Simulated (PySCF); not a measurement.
# Does the structure fit the spectrum?

A compound C$_{5}$H$_{6}$FO$_{2}$P gives the data below (simulated from a calculation) and was assigned the structure `COc1oc(F)c(C)p1`.

13C{1H} NMR (computed): δ 213.7 (C), 173.8 (C), 136.6 (C), 38.2 (CH3), 11.6 (CH3).

1H NMR (300 MHz, computed): δ 3.04 (m, 3H), 2.20 (m, 3H).

- GFN2-xTB structure
- PBE0/pcSseg-1 with gauge-including orbitals
- program: PySCF 2.14
- no solvent, a single conformation, rapidly exchanging positions averaged, relativity neglected

Shifts are taken against calculated references (same method and geometry level): 1H (σref 31.72), 13C (σref 186.93) against TMS.

Problem. Compare with the shifts computed for the proposed structure, pairing carbons in order of shift.

Solution. Structure with atom numbers: `[CH3:1][O:2][c:3]1[o:4][c:5]([F:6])[c:7]([CH3:8])[p:9]1`; H(Xn) means a hydrogen on atom n.

| atom | computed for proposal | given list | difference |
| --- | --- | --- | --- |
| C3 | 202.4 | 213.7 | -11.3 |
| C5 | 154.4 | 173.8 | -19.4 |
| C7 | 111.6 | 136.6 | -25.0 |
| C1 | 56.6 | 38.2 | +18.4 |
| C8 | 12.0 | 11.6 | +0.4 |

The rms difference is 17.1 ppm and the largest -25.0 ppm at C7 (substituted aromatic carbon). The proposal doesn't fit.

Problem. Which isomer fits?

Solution. `InChI=1S/C5H6FO2P/c1-3-5(6)9(3,8)4(2)7/h1-2H3/t9-/m1/s1`.

1. δC 213.7: carbonyl carbon.
2. δC 173.8, 136.6: fully substituted alkene carbon.
3. δC 11.6: allylic methyl carbon; saturated and bonded to C and H only.
4. δH 2.20: hydrogen on an allylic methyl carbon; allylic position.

The data come from this structure; uniqueness wasn't tested.

Splittings by 19F and 31P in the carbon and heteronuclear signals aren't shown, as no couplings were computed. Shifts are as computed. Against solution values, carbons near 30 ppm lie about +3 ppm off and those near 130 ppm about +5 ppm. Of 1211 compounds with measured shifts, 218 miss one by over three times the rms of a fit or turn the order of signals round; such compounds aren't used in these exercises. Multiplicities follow the n + 1 count of equivalent neighbours, as no J values were calculated; m marks all less simple cases, F and P coupling included.
